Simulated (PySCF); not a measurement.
## Ionisation energy of Sn²⁺ by level of theory

Sn²⁺ [Kr] 4d10 5s2 (1S) → Sn³⁺ [Kr] 4d10 5s1 (2S), as a difference of total energies. All numbers are calculated (PySCF 2.14, a scalar-relativistic core potential, in aug-cc-pVTZ-PP with one added diffuse shell each of d, f type with ECP28MDF (6s5p5d3f, 67 functions)). Correlated levels: valence: 4s2 4p6 4d10 frozen. The calculations carry no spin-orbit coupling.

Problem. Order these methods by the ionisation energy they give, lowest first.
A. PBE
B. MP2 (valence)
C. MN15
D. LDA

Solution. B (29.210 eV), C (30.551 eV), A (30.791 eV), D (31.280 eV).

Errors of the correlated levels include the incompleteness of this basis and the frozen core.

MP2 underrates the near-degeneracy of ns² with np² in the lower species.

For comparison: 30.506 eV (measured; NIST Atomic Spectra Database, ionization energies).
